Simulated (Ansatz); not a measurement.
Isolated molecules relaxed with PBE0-D4/def2-TZVP in Ansatz; ΔE leaves out vibrations. CCSD(T)/CBS is the MP2 limit (def2-TZVPP, def2-QZVPP) plus CCSD(T) − MP2 in def2-TZVPP, frozen cores. Functionals use def2-TZVPP. def2 core potentials past Kr. For Br, Sn outer-core shells are correlated without core-valence functions, which leaves a few kJ/mol of doubt a bond. Scalar relativity is left out up to krypton. One conformer a species, not always the lowest.

Reaction (redistribution): `[CH3][SnH]([OH])[F]` + `[NH2][Al]([Br])[Br]` → `[CH3][SnH]([NH2])[F]` + `[OH][Al]([Br])[Br]`

```
       level  ΔE (kJ/mol)
CAM-B3LYP-D4         -8.9
   CAM-B3LYP         -8.8
```

Question: What does CCSD(T)/CBS give? (An estimate is asked.)

Answer: Ansatz gave: -10.1 kJ/mol. The listed levels differ from it by 1.2, 1.3 kJ/mol.

Question: What do rigid-rotor, harmonic-oscillator terms from PBE0-D4/def2-TZVP frequencies (298.15 K, 1 bar) make of the CCSD(T)/CBS value? (An estimate is asked.)

Answer: The calculation gave: ΔZPE = -0.4 kJ/mol, ΔH = -10.5 kJ/mol, ΔS = 4 J/(mol·K), ΔG = -11.8 kJ/mol.

Largest T1 diagnostic among the species: 0.013.

From BLYP to BHLYP (50 % exact exchange), in def2-TZVPP and without D4, ΔE moves by −3.8 kJ/mol. Leaving LDA and LC-ωPBE aside and taking each functional with its dispersion term where it has one, the values, not all of them listed here, spread over 5.8 kJ/mol, from PBE-QIDH to B97M-V.
